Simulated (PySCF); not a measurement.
C7H14, SMILES CC1CCCCC1 at its GFN2-xTB optimised geometry (Å):

```
21

C     -1.3128    -2.0501     0.0016
C     -0.7677    -0.6247     0.0000
C     -1.2786     0.1539    -1.2130
C     -0.7360     1.5800    -1.2161
C      0.7894     1.5715    -1.2089
C      1.3086     0.7996     0.0000
C      0.7616    -0.6247     0.0000
H     -0.9885    -2.5820    -0.8907
H     -2.4006    -2.0446     0.0201
H     -0.9572    -2.5956     0.8732
H     -1.1141    -0.1176     0.9082
H     -2.3709     0.1736    -1.2053
H     -0.9608    -0.3563    -2.1257
H     -1.0988     2.1076    -0.3304
H     -1.1017     2.1141    -2.0959
H      1.1683     2.5956    -1.1888
H      1.1528     1.0979    -2.1240
H      0.9954     1.3079     0.9153
H      2.4006     0.7776    -0.0126
H      1.1196    -1.1502    -0.8888
H      1.1303    -1.1627     0.8764
```

Level of theory: PySCF with CAM-B3LYP/def2-SVP.

Map of the electron localisation function on the plane z = 1.5 Å:

```
|000000000000000000000000000|
|000000000000000000000000000|
|000000000000000000000000000|
|000000000000000000000000000|
|000000000000000000000000000|
|000000000000000000000000000|
|000000000000000121000000000|
|000000000000004886100000000|
|000000000000029999300000000|
|000000000000039999400000000|
|000000000000019999300000000|
|000000004883004886100000000|
|000000039999200110000000000|
|000000049999500000000000000|
|000000018999400232000000000|
|000000001575102899600000000|
|000000000000004999940000000|
|000000000000003999950000000|
|000000000366100699820000000|
|000000001899800045300000000|
|000000003999940000000000000|
|000000003999960000000000000|
|000000001799940000000000000|
|000000000256300000000000000|
|000000000000000000000000000|
|000000000000000000000000000|
|000000000000000000000000000|
```
Scale: ten equal steps from 0.000 (start of '0') to 0.996 (end of '9'), in the order '0123456789'; x runs from -5.00 to 5.00, y from -5.00 (bottom) to 5.00 (top).
